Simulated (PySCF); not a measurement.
C₄H₉NSi, SMILES CN=C1C[SiH2]C1. Atoms are numbered in the order given.

```xyz
15

C      2.5103     0.7902     0.5190
N      1.6359    -0.3560     0.4532
C      0.4869    -0.2683    -0.0984
C     -0.3070     0.9429    -0.6345
Si    -1.8623    -0.0184    -0.0561
C     -0.5395    -1.4019    -0.1124
H      2.7612     1.0043     1.5808
H      2.1216     1.7277     0.0543
H      3.4749     0.5391     0.0268
H     -0.0338     1.9397    -0.2406
H     -0.2821     0.9810    -1.7459
H     -3.0383    -0.1009    -0.9904
H     -2.3184     0.3490     1.3272
H     -0.5709    -1.8949    -1.1096
H     -0.3979    -2.1726     0.6675
```
Charge 0, spin multiplicity 1.

Coordinates come from a PBE-D3(BJ)/def2-SVP optimisation. The structure was generated by enumeration, and PubChem lists no compound with its InChIKey, so it may never have been made.

Method: PySCF 2.14.0 with PBE-D3(BJ)/def2-SVP.

Frequencies are harmonic and unscaled.

```json
[
 {"mode": "1", "ν (cm⁻¹)": "74", "IR (km/mol)": "0.8", "moving atoms (share of kinetic energy)": "C 41 %, H 38 %, Si 19 %"},
 {"mode": "2", "ν (cm⁻¹)": "131", "IR (km/mol)": "1.5", "moving atoms (share of kinetic energy)": "H 93 %"},
 {"mode": "3", "ν (cm⁻¹)": "248", "IR (km/mol)": "5.6", "moving atoms (share of kinetic energy)": "C 44 %, H 34 %, N 18 %"},
 {"mode": "4", "ν (cm⁻¹)": "252", "IR (km/mol)": "5.0", "moving atoms (share of kinetic energy)": "C 39 %, H 33 %, N 23 %"},
 {"mode": "5", "ν (cm⁻¹)": "368", "IR (km/mol)": "6.5", "moving atoms (share of kinetic energy)": "H 41 %, C 27 %, N 17 %, Si 15 %"},
 {"mode": "6", "ν (cm⁻¹)": "445", "IR (km/mol)": "5.4", "moving atoms (share of kinetic energy)": "H 79 %, C 12 %"},
 {"mode": "7", "ν (cm⁻¹)": "456", "IR (km/mol)": "0.3", "moving atoms (share of kinetic energy)": "H 93 %"},
 {"mode": "8", "ν (cm⁻¹)": "495", "IR (km/mol)": "0.2", "moving atoms (share of kinetic energy)": "C 48 %, H 30 %, N 15 %"},
 {"mode": "9", "ν (cm⁻¹)": "558", "IR (km/mol)": "25.1", "moving atoms (share of kinetic energy)": "C 35 %, Si 27 %, H 22 %, N 16 %"},
 {"mode": "10", "ν (cm⁻¹)": "630", "IR (km/mol)": "2.2", "moving atoms (share of kinetic energy)": "C 52 %, H 33 %, Si 14 %"},
 {"mode": "11", "ν (cm⁻¹)": "683", "IR (km/mol)": "8.3", "moving atoms (share of kinetic energy)": "C 43 %, H 35 %, N 15 %"},
 {"mode": "12", "ν (cm⁻¹)": "712", "IR (km/mol)": "18.4", "moving atoms (share of kinetic energy)": "H 73 %, C 20 %"},
 {"mode": "13", "ν (cm⁻¹)": "733", "IR (km/mol)": "46.4", "moving atoms (share of kinetic energy)": "H 74 %, C 14 %, Si 11 %"},
 {"mode": "14", "ν (cm⁻¹)": "800", "IR (km/mol)": "43.7", "moving atoms (share of kinetic energy)": "C 53 %, H 36 %, Si 8 %"},
 {"mode": "15", "ν (cm⁻¹)": "849", "IR (km/mol)": "14.8", "moving atoms (share of kinetic energy)": "C 56 %, H 39 %"},
 {"mode": "16", "ν (cm⁻¹)": "915", "IR (km/mol)": "106.2", "moving atoms (share of kinetic energy)": "H 92 %"},
 {"mode": "17", "ν (cm⁻¹)": "932", "IR (km/mol)": "2.8", "moving atoms (share of kinetic energy)": "H 97 %"},
 {"mode": "18", "ν (cm⁻¹)": "992", "IR (km/mol)": "20.3", "moving atoms (share of kinetic energy)": "H 47 %, C 36 %, N 16 %"},
 {"mode": "19", "ν (cm⁻¹)": "1020", "IR (km/mol)": "11.6", "moving atoms (share of kinetic energy)": "H 64 %, C 35 %"},
 {"mode": "20", "ν (cm⁻¹)": "1056", "IR (km/mol)": "17.2", "moving atoms (share of kinetic energy)": "H 62 %, C 35 %"},
 {"mode": "21", "ν (cm⁻¹)": "1074", "IR (km/mol)": "1.2", "moving atoms (share of kinetic energy)": "H 70 %, C 23 %"},
 {"mode": "22", "ν (cm⁻¹)": "1083", "IR (km/mol)": "8.4", "moving atoms (share of kinetic energy)": "H 51 %, C 42 %"},
 {"mode": "23", "ν (cm⁻¹)": "1112", "IR (km/mol)": "29.5", "moving atoms (share of kinetic energy)": "H 39 %, C 38 %, N 23 %"},
 {"mode": "24", "ν (cm⁻¹)": "1157", "IR (km/mol)": "30.1", "moving atoms (share of kinetic energy)": "C 62 %, H 28 %, N 9 %"},
 {"mode": "25", "ν (cm⁻¹)": "1328", "IR (km/mol)": "16.5", "moving atoms (share of kinetic energy)": "H 90 %, C 10 %"},
 {"mode": "26", "ν (cm⁻¹)": "1348", "IR (km/mol)": "5.5", "moving atoms (share of kinetic energy)": "H 89 %, C 10 %"},
 {"mode": "27", "ν (cm⁻¹)": "1360", "IR (km/mol)": "5.0", "moving atoms (share of kinetic energy)": "H 86 %, C 14 %"},
 {"mode": "28", "ν (cm⁻¹)": "1407", "IR (km/mol)": "4.2", "moving atoms (share of kinetic energy)": "H 97 %"},
 {"mode": "29", "ν (cm⁻¹)": "1414", "IR (km/mol)": "17.6", "moving atoms (share of kinetic energy)": "H 93 %"},
 {"mode": "30", "ν (cm⁻¹)": "1720", "IR (km/mol)": "128.7", "moving atoms (share of kinetic energy)": "C 56 %, N 42 %"},
 {"mode": "31", "ν (cm⁻¹)": "2161", "IR (km/mol)": "133.6", "moving atoms (share of kinetic energy)": "H 98 %"},
 {"mode": "32", "ν (cm⁻¹)": "2181", "IR (km/mol)": "101.6", "moving atoms (share of kinetic energy)": "H 96 %"},
 {"mode": "33", "ν (cm⁻¹)": "2910", "IR (km/mol)": "67.1", "moving atoms (share of kinetic energy)": "H 97 %"},
 {"mode": "34", "ν (cm⁻¹)": "2981", "IR (km/mol)": "2.8", "moving atoms (share of kinetic energy)": "H 94 %"},
 {"mode": "35", "ν (cm⁻¹)": "2988", "IR (km/mol)": "1.6", "moving atoms (share of kinetic energy)": "H 94 %"},
 {"mode": "36", "ν (cm⁻¹)": "3003", "IR (km/mol)": "26.6", "moving atoms (share of kinetic energy)": "H 91 %, C 9 %"},
 {"mode": "37", "ν (cm⁻¹)": "3020", "IR (km/mol)": "12.9", "moving atoms (share of kinetic energy)": "H 91 %, C 9 %"},
 {"mode": "38", "ν (cm⁻¹)": "3080", "IR (km/mol)": "3.0", "moving atoms (share of kinetic energy)": "H 91 %, C 9 %"},
 {"mode": "39", "ν (cm⁻¹)": "3090", "IR (km/mol)": "1.6", "moving atoms (share of kinetic energy)": "H 91 %, C 9 %"}
]
```
